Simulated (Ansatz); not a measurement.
`BC(=N)CF` and `BC(C)=N` differ in one atom or group.

Ansatz, PBE0-D4/def2-TZVP geometries, multiplicity 1. Each molecule was computed in one conformer, which needn't be the lowest.

```json
{"property": "HOMO–LUMO gap (B3LYP/def2-TZVPP) / eV", "`BC(=N)CF`": "5.18"}
{"property": "HOMO energy (ωB97M-V/def2-TZVPP) / eV", "`BC(=N)CF`": "-10.13"}
{"property": "HOMO energy (PBE0/def2-TZVPP) / eV", "`BC(=N)CF`": "-7.75"}
{"property": "LUMO energy (PBE/def2-TZVPP) / eV", "`BC(=N)CF`": "-3.20"}
{"property": "HOMO–LUMO gap (PBE0/def2-TZVPP) / eV", "`BC(=N)CF`": "5.63"}
{"property": "LUMO energy (B3LYP/def2-TZVPP) / eV", "`BC(=N)CF`": "-2.37"}
```

Q: What does the change do to each property? (Best estimate.)

A: Computed: 
```
                             property  `BC(C)=N`  shift
HOMO–LUMO gap (B3LYP/def2-TZVPP) / eV       4.94  -0.24
HOMO energy (ωB97M-V/def2-TZVPP) / eV      -9.75   0.38
   HOMO energy (PBE0/def2-TZVPP) / eV      -7.41   0.34
    LUMO energy (PBE/def2-TZVPP) / eV      -3.03   0.17
 HOMO–LUMO gap (PBE0/def2-TZVPP) / eV       5.38  -0.25
  LUMO energy (B3LYP/def2-TZVPP) / eV      -2.26   0.11
```

With PBE0 the HOMO rises by 0.34 eV and the LUMO rises by 0.10 eV, so the gap narrows by about 0.24 eV. PBE moves the HOMO by 0.21 eV and ωB97M-V by 0.38 eV.

B3LYP here is the variant with VWN-RPA as its local correlation; programs differ in this.
